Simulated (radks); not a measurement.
Values are calculated unless marked as measured or tabulated.
Q: The lead ion Pb3+, configuration [Xe] 4f14 5d10 6s1. Code: a radial shooting solver on a logarithmic mesh with Libxc functionals. Model: Dirac Kohn-Sham, LDA (Slater exchange, Perdew-Wang correlation), spin-unpolarised, spherical densities, finite nucleus; Fermi nuclear charge, rms radius 5.5012 fm.

Spin-orbit splittings of the eigenvalues, e(l+1/2) - e(l-1/2), with zeta = 2 splitting/(2l+1) and mean radii in bohr:

shell  occ.  splitting (eV)  zeta (eV)  <r> j=l-1/2  <r> j=l+1/2
2p        6            2187       1458      0.05489      0.06381
3p        6           487.8      325.2       0.1645       0.1808
3d       10           103.9      41.57       0.1570       0.1619
4p        6           119.7      79.78       0.3854       0.4202
4d       10           22.34      8.937       0.4248       0.4359
4f       14           5.037      1.439       0.4508       0.4571
5p        6           22.61      15.08       0.9110        1.003
5d       10               ?          ?        1.254        1.296

Estimate the 5d splitting.

A: 2.685 eV (zeta = 1.074 eV).
